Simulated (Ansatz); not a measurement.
## Worked example: C2HCl3Si + C3H6AlCl → C2H2Cl2Si + C3H5AlCl2

Species: C2HCl3Si `C#C[Si](Cl)(Cl)Cl`, singlet; C3H6AlCl `C=C[CH2][AlH][Cl]`, singlet; C2H2Cl2Si `C#C[SiH](Cl)Cl`, singlet; C3H5AlCl2 `C=C[CH2][Al]([Cl])[Cl]`, singlet. The partners trade Cl for H: Si–Cl and Al–H bonds give way to Si–H and Al–Cl.

Shapes, held fixed at every level: PBE0-D4/def2-TZVP. Flexible molecules stand in one conformer, not always the lowest. Programs: Ansatz 0.2.0. The zero-point and thermal change to 298 K, harmonic and unscaled (PBE0-D4/def2-TZVP), is +4.1 kJ/mol.

At CCSD(T)/CBS estimate; 1 Eh = 2625.50 kJ/mol:

| species | energy (Eh) |
| --- | --- |
| C2HCl3Si | -1745.225004 |
| C3H6AlCl | -819.610451 |
| C2H2Cl2Si | -1285.990863 |
| C3H5AlCl2 | -1278.871328 |

Q: Work out ΔH(298 K) of the reaction at this level.

A: 
1. Products less reactants: (-1285.990863) + (-1278.871328) − [(-1745.225004) + (-819.610451)] = -0.026736 Eh = -70.2 kJ/mol.
2. With the thermal change: -70.2 + (+4.1) = -66.1 kJ/mol.

Other levels give -71.3 (MP2/def2-SVP) to -55.5 kJ/mol (PBE-D4/def2-TZVPP). No measured value is set beside it here. The CBS estimate extrapolates MP2 from def2-TZVPP and def2-QZVPP and adds CCSD(T) − MP2 in the triple-zeta set, cores frozen.
